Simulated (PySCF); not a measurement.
Assignment exercise: C$_{4}$H$_{6}$F$_{2}$OSi

Atom-mapped SMILES (the numbers label the heavy atoms): `[O:1]=[CH:2]/[CH:3]=[C:4](/[F:5])[SiH2:6][CH2:7][F:8]`. Hydrogens are named by the atom that carries them.

PySCF 2.14.0 with density-fitted response routines calculation with GIAO PBE0/pcSseg-1 shieldings and coordinates at the GFN2-xTB level; relativity neglected, fast rotation and ring inversion assumed for equivalent nuclei, single conformer, gas phase.

δ = σ(ref) − σ, references computed at the same level: TMS for 13C (σ = 186.93 ppm), 1H (σ = 31.72 ppm).

(1) Assign these signals to the numbered atoms. 13C{1H} NMR (computed): δ 211.8 (C), 198.5 (CH), 124.7 (CH), 78.6 (CH2).

(2) Assign these signals to the numbered atoms. 1H NMR (600 MHz, computed): δ 9.74 (m, 1H), 6.70 (m, 1H), 5.17 (m, 2H), 4.65 (m, 2H).

Results:

(1) 
211.8 → C4, β carbon of a C=C–C=O unit: conjugation with the carbonyl draws π density from the β position
198.5 → C2, aldehyde carbonyl carbon: the double bond to the heteroatom, with no lone-pair donor beside it, deshields it most
124.7 → C3, α carbon of a C=C–C=O unit: as expected for a trigonal carbon in a double bond
78.6 → C7, sp3 CH2 bonded to F and Si: deshielded by the electronegative neighbour

(2) 
```tsv
δ (ppm)	atoms	environment	reason
9.74	H(C2)	hydrogen on an aldehyde carbonyl carbon	the C=O anisotropy and electron withdrawal place aldehyde protons far downfield
6.70	H(C3)	hydrogen on an α carbon of a C=C–C=O unit	a vinylic proton, deshielded by the sp2 carbon and the C=C anisotropy
5.17	H(C7)	hydrogen on an sp3 CH2 bonded to F and Si	its carbon carries F, hence the downfield position
4.65	H(Si6)	hydrogen on a silicon bonded to 2 C	–
```

Splittings by 19F in the carbon and heteronuclear signals aren't shown, as no couplings were computed. Shifts are as computed. Against solution values, carbons near 30 ppm lie about +3 ppm off and those near 130 ppm about +5 ppm. Of 1309 compounds with measured shifts, 239 miss one by over three times the rms of a fit or turn the order of signals round; such compounds aren't used in these exercises. No couplings were computed; multiplicities are counted from neighbouring protons, with m where these are inequivalent, close in shift, in a saturated or five-membered ring or joined by F or P, and br s for small geminal =CH2 splittings.
